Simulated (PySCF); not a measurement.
The numbers are results of PBE-D3(BJ)/def2-TZVP // B3LYP-D3(BJ)/def2-SVP in PySCF, not measurements. Gas-phase values, no solvent. One relaxed conformer stands for a flexible species; it need not be the lowest. Excitations are Tamm–Dancoff values on a coarser integration grid. The basis has no diffuse functions, so Rydberg states are missing or too high.

Reference species (SMILES): `Sc1cc(ccc1)C(=C)[SiH3]` (Si–C–C–C torsion 38°, C–C–S–H torsion 178°) (neutral, multiplicity 1).

| Quantity | Value |
|---|---|
| brightest of the four lowest singlets (TDA) | 4.84 eV |
| HOMO–LUMO gap | 3.29 eV |

Changed species: `C=Cc1cc([SiH3])cc(S)c1` (C–C–C–C torsion -180°, C–C–S–H torsion 1°).

Q: Give the shifts of the brightest of the four lowest singlets (TDA) and HOMO–LUMO gap.

A: the brightest of the four lowest singlets (TDA) falls by 0.27 eV, to 4.57 eV; the HOMO–LUMO gap drops by 0.10 eV, to 3.19 eV.
